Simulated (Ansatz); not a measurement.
Species: CaF (charge +1, singlet). SMILES: [F][Ca+]
Geometry: optimised at B3LYP-D3(BJ)/def2-TZVP (Ansatz, a quantum-chemistry and plane-wave program).

Parts of the frozen-core correlation energy in def2-SVP (Ansatz, hartree). Frozen orbitals: 10; correlated occupied orbitals by spin: 4 and 4; virtual: 24 and 24. Spin-orbit coupling is left out. Non-relativistic.

```csv
term,value
reference (HF),-775.89127
MP2 opposite-spin,(withheld)
MP2 same-spin,(withheld)
CCSD correlation,(withheld)
(T),-0.00337
CCSDT minus CCSD(T),-0.00005
CCSDT(Q) minus CCSD(T),-0.00066
T1 diagnostic,0.020
largest doubles amplitude,0.039
```

Question: What belongs in the gaps?

Answer: 
- MP2 opposite-spin, value: -0.15022
- MP2 same-spin, value: -0.05908
- CCSD correlation, value: -0.20779
